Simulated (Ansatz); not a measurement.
CH5NSSi can be A, `CS[Si]N`, or B, `SC1N[SiH2]1`.

Gas-phase electronic energies from Ansatz, PBE0-D4/def2-TZVP geometries. CCSD(T)/CBS adds triple-zeta CCSD(T) − MP2 to the extrapolated MP2 energy (def2 sets, frozen cores). Functionals use def2-TZVPP. B3LYP here is the variant with VWN-RPA as its local correlation; programs differ in this. One conformer a species, not always the lowest.

Task: Which isomer does CCSD(T)/CBS put lower? Give the gap. (Estimate.)

Result: Computed: A, by 201.2 kJ/mol.

Task: Give E(B) − E(A) in kJ/mol with B3LYP-D4, HF/def2-TZVPP, BLYP-D4, PBE0-D4, r2SCAN-D4, PBE-D4, CCSD/def2-TZVPP. (An estimate is asked.)

Result: The calculation gave: B3LYP-D4 208.3, HF/def2-TZVPP 211.1, BLYP-D4 209.9, PBE0-D4 197.2, r2SCAN-D4 193.4, PBE-D4 197.8, CCSD/def2-TZVPP 201.7. None reverses the order clearly.

Task: Does the order hold for the free energy at 298.15 K (harmonic terms from PBE0-D4)? (An estimate is asked.)

Result: The calculation gave: Yes: G(B) − G(A) = +186.7 kJ/mol, for one conformer each.

Largest T1 diagnostic: 0.013.

Leaving LDA and LC-ωPBE aside and taking each functional with its dispersion term where it has one, the values, not all of them listed here, spread over 20.9 kJ/mol, from ωB97X-V to BLYP-D4. LDA lies −11.2 kJ/mol from PBE without D4. At CCSD(T), def2-SVP lies −5.0 kJ/mol from the extrapolated value and def2-TZVPP −1.3 kJ/mol.
